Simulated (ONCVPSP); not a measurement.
## gallium (Ga): one change to an ONCV potential, before and after

Ga, optimised norm-conserving Vanderbilt (ONCV), made with ONCVPSP 4.0.1 (PBE, scalar-relativistic). Core [Ar] 3d10, reference 4s1.5 (charge +1.5). Waves: 4s: rc 1.50 bohr, ncon 4, nbas 7, qcut 3.6 1/bohr, 2 projectors, debl 3.2 Ha; p scattering state at 0.32 Ha: rc 1.30 bohr, ncon 4, nbas 8, qcut 5.9 1/bohr, 2 projectors, debl 0.7 Ha. Local part: polynomial inside 0.85 bohr (lpopt 5, dvloc0 4 Ha). Core correction: Teter function, fcfact 5, rcfact 1.

All-electron outer shells of the reference configuration (PBE, scalar-relativistic, ld1.x):

```csv
shell,level (eV),outermost node (bohr),outermost maximum (bohr)
3d,-33.23,–,0.53
4s,-21.10,0.80,1.81
```

Change: core correction Teter function, fcfact 5.7, rcfact 1.

Cutoffs: the cutoffs (Ha) at which the residual kinetic energy of the hardest occupied pseudo-wave falls to 1 and 0.1 mHa per electron; they do not see the model core or the augmentation charge, which bear on the density cutoff. Errors are all-electron minus pseudo energies relative to the spin-unpolarised reference configuration.

Problem. How do hardness, ghosts and transferability respond?

Solution. The potential gets neither clearly harder nor softer (11 Ha and 47 Ha → 11 Ha and 47 Ha); both files keep a bound ghost (p, s); the errors of the 4 common tests hardly move. A model core, the more so a compact one, raises the density cutoff, which this test does not measure.

```tsv
quantity	base	changed
cutoff, loose	11 Ha	11 Ha
cutoff, tight	47 Ha	47 Ha
bound ghosts	p, s	p, s
GHOST(+) flags under 300 eV	none	none
error for 4s2 4p1, meV [ΔE -15.03 eV]	+68	+69
error for 4s2, meV [ΔE -9.35 eV]	+12	+12
error for 4s1, meV [ΔE 11.78 eV]	+25	+25
error for 4s0 4p3, meV [ΔE -1.66 eV]	+226	+219
s: phases at 1.52 bohr within 0.05 rad from the reference energy up to (Ha; the scan ends near 5)	n/a	n/a
p: phases at 1.32 bohr within 0.05 rad from the reference energy up to (Ha; the scan ends near 5)	to the end of the scan	to the end of the scan
rms error of d²Exc/dni dnj with the model core, mHa	20.36	20.14
```

 A true bound ghost makes a file unfit for plane-wave use even where its test errors are small: the radial tests pick states by their node count and pass the ghost by.
